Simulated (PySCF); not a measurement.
## Energy of Ag(2+) (silver, charge +2) between two integer charges

The 4d beta orbital of [Kr] 4d9 is emptied in steps (occupation f), with all orbitals relaxed, ending at [Kr] 4d8. Calculation: PySCF 2.14, in def2-SVP with the def2 core potential (28 electrons) (5s3p2d1f, 31 functions); a scalar-relativistic core potential. The exact energy is a straight line in f; departures are measured from the line between the end points of the same method.

```
  f  r2SCAN0 (eV)
  1         0.000
0.9        -0.435
0.7        -1.020
0.5        -1.217
0.3        -1.025
0.1        -0.440
  0         0.000
```

```json
{"method": "r2SCAN0", "E(f=0) − E(f=1) (eV)": "35.050", "−ε at f=1 (eV)": "30.222", "−ε at f=0.5 (eV)": "35.035"}
```

Orbital energy along the path (eV):

```json
{"f": "1", "r2SCAN0": "-30.222"}
{"f": "0.9", "r2SCAN0": "-31.172"}
{"f": "0.7", "r2SCAN0": "-33.092"}
{"f": "0.5", "r2SCAN0": "-35.035"}
{"f": "0.3", "r2SCAN0": "-36.992"}
{"f": "0.1", "r2SCAN0": "-38.957"}
{"f": "0", "r2SCAN0": "-39.940"}
```

Reference removal energy between the ground levels: 34.8 ± 0.3 eV (semi-empirical (NIST evaluation); NIST Atomic Spectra Database, ionization energies). The calculation has no spin-orbit coupling. The determinant left behind need not be the lowest term of the ion.
